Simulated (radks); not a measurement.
Results of a calculation; reference values are marked as such.
The gold ion Au26+, 53 electrons, occupied as [Kr] 4d10 4f7. Level of theory: scalar-relativistic Kohn-Sham, r2SCAN, spin-polarised, spherical densities, finite nucleus; open shells are filled with parallel spins first (spin-orbit coupling, left out, can overturn this in heavy ions); meta-GGA in the generalised Kohn-Sham scheme; Fermi nuclear charge, rms radius 5.4371 fm (a radial shooting solver on a logarithmic mesh with Libxc functionals).

X-ray form factor f0, the Fourier transform of the density (f0(0) = 53):

sin(theta)/lambda (1/angstrom),f0 (electrons)
0.05,52.895
0.1,52.582
0.15,52.067
0.2,51.360
0.25,50.472
0.3,49.419
0.4,46.891
0.5,43.939
0.6,40.734
0.8,34.212
1,28.357
1.25,22.726
1.5,18.962
2,14.841
